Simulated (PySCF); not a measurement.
Dipole response of Sc (scandium, neutral)

[Ar] 3d1 4s2, 2D determinant. Calculation: PySCF 2.14, in aug-cc-pwCVTZ-DK with one added diffuse shell each of s, p, d, f, g type (11s10p8d5f4g, 152 functions); scalar relativity by spin-free X2C-1e. Coupled (time-dependent) response in atomic units; α is the mean over directions.

```csv
method,mean α (bohr³),"α xx, yy, zz",C₆ (like pair),S(−4)
PBE,124.1,"120.8, 120.8, 130.6",1522,8367
```

S(−4) is the Cauchy moment in α(ω) = α(0) + S(−4) ω² + …

Reference α: 97 ± 10 bohr³ (recommended; Schwerdtfeger and Nagle, table of static dipole polarizabilities (2023 update)). Published C₆: 1383 (Chu and Dalgarno (2004); Tang, Norbeck and Certain (1976)).

α(iu) at PBE:

| u (hartree) | α(iu) (bohr³) |
| --- | --- |
| 0 | 124.1 |
| 0.0500 | 106.7 |
| 0.100 | 76.49 |
| 0.200 | 38.04 |
| 0.300 | 22.09 |
| 0.500 | 10.71 |
| 0.750 | 6.117 |
| 1.00 | 4.151 |
| 1.50 | 2.384 |
| 2.00 | 1.573 |
| 3.00 | 0.8391 |
| 5.00 | 0.3605 |

A single London oscillator, α(iu) = α/(1 + u²/ω²), gives C₆ = (3/4) ω α². Matching the computed C₆ needs ω = 4 × 1522 / (3 × 124.1²) = 0.132 hartree.

The components differ because the open shell of this determinant is not spherical; for a pure term their mean is the scalar polarisability.

⟨S²⟩ = 1.04 against 0.75 shows spin contamination.
